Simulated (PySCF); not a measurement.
Br₂Hf, multiplicity 1. Atoms are numbered in the order given.

```xyz
3

Hf     0.0000     0.0000    -0.2833
Br     0.0000     2.4125     0.2913
Br     0.0000    -2.4125     0.2913
```

The structure is a stationary point at PBE-D3(BJ)/def2-SVP. The spin state was assumed, not searched. The def2 effective core potentials stand for the cores of Hf; spin–orbit coupling is left out.

These are TDDFT-ωB97X/def2-SVPD in PySCF values and carry that method's errors.

Vertical excitations. Gas-phase values at a fixed geometry. State labels are in the subgroup C2v.

| state | symmetry | energy (eV) | λ (nm) | f | main pairs |
|---|---|---|---|---|---|
| S1 | B1 | 1.32 | 936 | 0.001 | HOMO→LUMO+1 108 % |
| S2 | A1 | 1.32 | 936 | 0.001 | HOMO→LUMO 107 % |
| S3 | A2 | 1.65 | 751 | 0.000 | HOMO→LUMO+3 99 % |
| S4 | B2 | 1.73 | 717 | 0.001 | HOMO→LUMO+2 97 % |
| S5 | A1 | 4.58 | 271 | 0.275 | HOMO→LUMO+4 90 % |
| S6 | B1 | 4.84 | 256 | 0.332 | HOMO→LUMO+5 94 % |
| S7 | B1 | 5.53 | 224 | 0.007 | HOMO−1→LUMO 77 %, HOMO−2→LUMO+1 20 % |
| S8 | A1 | 5.53 | 224 | 0.002 | HOMO−1→LUMO+1 67 %, HOMO−2→LUMO 31 % |
| S9 | A2 | 5.54 | 224 | 0.000 | HOMO−3→LUMO+1 96 % |
| S10 | B2 | 5.55 | 223 | 0.001 | HOMO−3→LUMO 96 % |
| T1 | B1 | 0.27 | 4656 | 0 | HOMO→LUMO+1 97 % |
| T2 | A1 | 0.27 | 4638 | 0 | HOMO→LUMO 97 % |
| T3 | A2 | 1.39 | 894 | 0 | HOMO→LUMO+3 98 % |
| T4 | B2 | 1.47 | 842 | 0 | HOMO→LUMO+2 97 % |
Triplets are in the Tamm–Dancoff approximation, which puts them higher than full response would, so one can lie above its singlet here.
